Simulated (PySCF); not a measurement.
BiOF, singlet: computed properties

Computed with PySCF, PBE0, basis Bi def2-TZVP with ECP60, O def2-TZVP, F def2-TZVP (scalar-relativistic core potentials, no spin–orbit coupling, density fitting).

The structure is a higher-order saddle point with 2 imaginary modes (one degenerate set).

```json
{
 "Point group": "C∞v",
 "Bond lengths": "Bi–F 2.198 Å, Bi–O 1.926 Å",
 "Bond angles": "F–Bi–O 180.0°",
 "Highest occupied level": "-7.57 eV",
 "Zero-point energy (real modes)": "7.1 kJ/mol",
 "Principal polarisabilities": "28.9, 28.9, 63.4 bohr³",
 "Principal quadrupole moments (Buckingham, traceless) about the centre of mass": "-24.51, 12.26, 12.26 D Å",
 "Rotational constants": "0.1119 cm⁻¹",
 "Lowest empty level": "-4.00 eV",
 "Dipole moment": "0.54 D",
 "Atomisation energy without zero-point energy": "579 kJ/mol"
}
```

Harmonic modes (masses in u: Bi 208.980, O 15.995, F 18.998):
| symmetry | ω (cm⁻¹) | IR (km/mol, summed over degenerate members) | μ (u) | type |
| --- | --- | --- | --- | --- |
| π | 226i | – | 19.58 | bend |
| σ+ | 419 | 131 | 20.65 | stretch |
| σ+ | 764 | 71.8 | 16.89 | stretch |

In C∞v the vibrations span π + 2σ+.

Charges (e):
| atom | Mulliken | Löwdin | polar tensor | Mayer order to Bi1 |
| --- | --- | --- | --- | --- |
| Bi1 | 1.14 | 0.97 | 1.35 | – |
| O2 | -0.58 | -0.47 | -0.62 | 2.01 |
| F3 | -0.57 | -0.50 | -0.72 | 0.64 |

Mulliken populations on Bi1 (electrons outside its core potential): s 4.00, p 7.57, d 10.23, f 0.07.

Outer orbital energies (eV). occupied: -25.41, -16.87, -10.91, -9.76, -9.76, -8.93, -8.93, -7.57; empty: -4.00, -4.00, 0.54, 3.00.

Other isomers or separated fragments may lie lower. At this level a singlet minimum of Cs symmetry lies 172 kJ/mol below this structure. Spin–orbit coupling, left out here, can matter for elements this heavy.

The final relaxation and frequency run took roughly 60 core-seconds on a shared host.
